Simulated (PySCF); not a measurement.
Simulated absorption spectrum

C5H7GeN.
Atom-mapped SMILES: `[GeH3:1][c:2]1[cH:3][cH:4][cH:5][cH:6][n:7]1` (hydrogens: H8, H9, H10 on Ge1; H11 on C3; H12 on C4; H13 on C5; H14 on C6)

Theory: TDDFT CAM-B3LYP/def2-SVPD, vertical, gas phase, core orbitals frozen in the response (PySCF 2.14.0, density-fitted response routines). Isolated species at its PBE0-D3(BJ)/def2-SVP geometry, gas phase. The CAM-B3LYP/def2-SVPD calculation is non-relativistic and has no spin–orbit coupling, an omission that weighs most on germanium.

Computed states:

```csv
state,E (eV),f
S1,4.71,0.0046
S2,5.12,0.0000
S3,5.49,0.072
S4,6.28,0.084
S5,6.99,0.0008
S6,7.10,0.054
```

Each state is given a Gaussian of 0.3 eV full width at half maximum, with ε(max) = 2.175×10⁸ f / Δν̃ (Δν̃ the width in cm⁻¹). The width is an assumption, not a result. The curve ends short of the highest state used, and states not computed would add to its high-energy end.

(1) Give the broadened spectrum and its maxima.

(2) Coming from long wavelengths, where does ε first pass 100 L mol⁻¹ cm⁻¹?

(3) On this curve, what absorbance would a 10⁻³ mol/L sample give at 266 nm over a 1 cm path?

Results:

(1) 
| E (eV) | ε (L mol⁻¹ cm⁻¹) |
| --- | --- |
| 4.26 | 1 |
| 4.30 | 2 |
| 4.35 | 7 |
| 4.39 | 16 |
| 4.43 | 35 |
| 4.47 | 66 |
| 4.51 | 115 |
| 4.55 | 181 |
| 4.59 | 259 |
| 4.63 | 335 |
| 4.67 | 392 |
| 4.71 | 416 |
| 4.75 | 400 |
| 4.79 | 349 |
| 4.83 | 275 |
| 4.87 | 197 |
| 4.91 | 128 |
| 4.95 | 77 |
| 5.00 | 39 |
| 5.04 | 32 |
| 5.08 | 49 |
| 5.12 | 109 |
| 5.16 | 249 |
| 5.20 | 524 |
| 5.24 | 1007 |
| 5.28 | 1756 |
| 5.32 | 2775 |
| 5.36 | 3974 |
| 5.40 | 5157 |
| 5.44 | 6065 |
| 5.48 | 6464 |
| 5.52 | 6241 |
| 5.56 | 5461 |
| 5.60 | 4329 |
| 5.64 | 3110 |
| 5.69 | 1791 |
| 5.73 | 1031 |
| 5.77 | 540 |
| 5.81 | 263 |
| 5.85 | 137 |
| 5.89 | 119 |
| 5.93 | 203 |
| 5.97 | 425 |
| 6.01 | 852 |
| 6.05 | 1561 |
| 6.09 | 2592 |
| 6.13 | 3903 |
| 6.17 | 5324 |
| 6.21 | 6580 |
| 6.25 | 7370 |
| 6.29 | 7480 |
| 6.34 | 6633 |
| 6.38 | 5393 |
| 6.42 | 3973 |
| 6.46 | 2652 |
| 6.50 | 1604 |

Maxima: 263 nm (4.71 eV), ε about 420, made up of S1 (100%); 226 nm (5.49 eV), ε about 6500, made up of S3 (100%); 198 nm (6.28 eV), ε about 7500, made up of S4 (100%) (ε in L mol⁻¹ cm⁻¹; maxima over ε = 5, shares over 10%).

(2) At about 276 nm (4.50 eV), 0.21 eV below S1.

(3) 266 nm is 4.661 eV, where ε is about 380 L mol⁻¹ cm⁻¹, so A = ε c l ≈ 0.38 (Beer–Lambert, with the gas-phase spectrum and the assumed width).

The run took 56 s (grids of density and orbitals included) on Arm Neoverse V1, one thread (shared host), and the process peaked at 1.2 GiB of memory.
